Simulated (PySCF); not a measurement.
## Bond length, frequency and bond energy of LiBi⁻ by level of theory

State: ⁴Σ⁻ (quartet), unpaired electrons σ ↑, π ↑↑. Set-up: PySCF, scalar-relativistic core potentials, basis sets Li def2-SVPD, Bi def2-SVPD with ECP60. De refers to Li + Bi⁻ in their high-spin ground configurations, without counterpoise correction. The functionals are run spin-unrestricted. A positive dipole points towards Bi; it is taken about the centre of mass and depends on that origin.

| Level | Re (Å) | ωe (cm⁻¹) | De (eV) | μ (D) | CPU s a point (SCF and correlation, without the integrals) |
| --- | --- | --- | --- | --- | --- |
| PBE | 2.839 | 281 | n/a | 9.79 | 0.44 |
| PW91 | 2.836 | 282 | n/a | 9.73 | 0.32 |
| BLYP | 2.849 | 277 | n/a | 9.61 | 0.29 |
| BP86 | 2.851 | 277 | n/a | 9.70 | 0.3 |
| r²SCAN | 2.860 | 277 | n/a | 9.83 | 0.65 |
| PBE0 | 2.825 | 290 | n/a | 9.81 | 0.65 |
| ωB97X | 2.840 | 291 | n/a | 10.20 | 2.7 |

The bond length runs from 2.825 Å (PBE0) to 2.860 Å (r²SCAN).

These are scalar-relativistic numbers at best; spin–orbit coupling would shift them, the dissociation energy most. Counting both spins, an empty level lies below a filled one in some of these solutions, because spin and occupation are held. The highest Kohn–Sham level is positive in this anion. Much of that is self-interaction error, but it also means that the finite basis helps to hold the extra electron. The state was picked by a PBE0 search and need not be the measured ground state.

The whole job (state search and all levels along the bond) took about 2 min on 1 thread of Arm Neoverse V2 (shared host), peak memory 0.52 GiB.
